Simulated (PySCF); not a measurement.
BH₂O₂, SMILES O[B]O, multiplicity 2.

The structure is a stationary point at r2SCAN-D4/def2-TZVP. The isomer is the one that the SMILES or the coordinates give; other isomers of the formula were not compared. Other conformers were not sampled.

Computed with PySCF with TDA-B3LYP/def2-SVPD.

Vertical excitations. The molecule is in vacuum.

Computed lowest excited states:
```csv
state,energy (eV),λ (nm),f,main pairs
root 1,4.50,276,0.096,α HOMO→LUMO 99 %
root 2,4.53,273,0.046,α HOMO→LUMO+1 98 %
root 3,5.59,222,0.075,α HOMO→LUMO+2 99 %
root 4,6.09,203,0.077,α HOMO→LUMO+3 99 %
root 5,6.20,200,0.000,β HOMO→LUMO 99 %
root 6,6.78,183,0.000,β HOMO−1→LUMO 99 %
root 7,7.10,175,0.052,α HOMO→LUMO+4 98 %
root 8,7.70,161,0.028,"α HOMO→LUMO+7 69 %, α HOMO→LUMO+5 29 %"
root 9,7.75,160,0.026,β HOMO−2→LUMO 95 %
root 10,7.83,158,0.000,α HOMO−1→LUMO 94 %
```
Unrestricted roots are not spin-pure.
